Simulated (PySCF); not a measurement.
Molecule: sum formula H$_{3}$SiO$_{3}$, net charge -1, singlet state. It need not be the lowest isomer of its formula. Whether it binds its extra electron was not tested at this geometry. 
Coordinates optimised at B3LYP-D3(BJ)/def2-TZVP (Ansatz):
```xyz
7

Si     0.0113    -0.1755     0.5854
O     -0.4824     1.4707     0.3079
O     -1.0147    -1.0645    -0.4928
O      1.3686    -0.2248    -0.5539
H     -0.5471     1.6400    -0.6438
H     -0.6322    -1.0239    -1.3806
H      2.0485     0.3894    -0.2614
```
Charge -1, spin multiplicity 1.

Dispersion corrections to the total energy (kcal/mol) from the dftd3 and dftd4 libraries through PySCF: D3(BJ) without and D4 with the three-body term, each with the damping fitted for the functional named.

```tsv
functional	D3(BJ)	D4
TPSS	-3.43	-4.49
revPBE	-7.02	-10.96
BLYP	…	-7.53
B2GP-PLYP	-1.93	…
PBE0	-2.33	…
r2SCAN	-0.70	-0.76
TPSSh	-3.13	-4.04
```

Question: What belongs in the gaps?

Answer: 
- BLYP, D3(BJ): -5.97
- B2GP-PLYP, D4: -1.35
- PBE0, D4: -2.74
